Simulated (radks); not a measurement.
The table gives one normalised radial function P(r) = r R(r) of Pt5+ in [Xe] 4f14 5d5 (r in bohr). Calculated with a radial shooting solver on a logarithmic mesh with Libxc functionals: scalar-relativistic Kohn-Sham, PBE, spin-polarised, spherical densities, point nucleus; open shells are filled with parallel spins first (spin-orbit coupling, left out, can overturn this in heavy ions).

r,P
0.001124,0.0865
0.001499,0.1058
0.001983,0.1273
0.002624,0.1506
0.003472,0.1744
0.004593,0.1958
0.006078,0.2100
0.008106,0.2098
0.01073,0.1857
0.01419,0.1283
0.01878,0.0311
0.02484,-0.1003
0.03287,-0.2381
0.04384,-0.3255
0.05801,-0.2796
0.07676,-0.0594
0.1016,0.2652
0.1344,0.4687
0.1778,0.2948
0.2371,-0.2544
0.3138,-0.6703
0.4151,-0.4377
0.5493,0.3735
0.7268,1.0942
0.9694,1.1875
1.283,0.7641
1.697,0.3052
2.245,0.0711
2.971,0.0086
3.931,0.0004

Which n and l does it have? It may be an empty orbital.

Answer. n = 5, l = 0: the number of nodes gives n - l - 1 = 4, the rise at small r (about r^(l+1), flatter next to the nucleus through relativity) gives l, and the extent must fit the shell. The curve is that of 5s up; the table hardly tells the two spins apart. 5s up: eigenvalue -170.40 eV, 4 radial nodes at r = 0.0202, 0.0810, 0.210, 0.489 bohr, <r> = 0.945 bohr, 90 % of the charge inside 1.35 bohr.
